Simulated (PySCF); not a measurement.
# Correlation energy of Pd (palladium, neutral)

[Kr] 4d9 5p1, one real determinant (an excited configuration). Calculation: PySCF 2.14, in aug-cc-pwCVTZ-PP with ECP28MDF (8s8p7d4f3g, 122 functions); scalar relativity through the core potential. Frozen: 4s2 4p6; 10 electrons correlated.

MP2 pair energies summed by pair of shells (mhartree):

| pair | energy | share (%) |
| --- | --- | --- |
| 4d-4d | -312.11 | 95.1 |
| 4d-5p | -16.09 | 4.9 |

Total MP2 correlation energy: -328.19 mhartree.

Same-spin part -117.79 and opposite-spin part -210.40 mhartree; SCS-MP2 scales them by 1/3 and 6/5 to -291.75 mhartree.

The reference is one real determinant that mixes LS terms of this configuration.
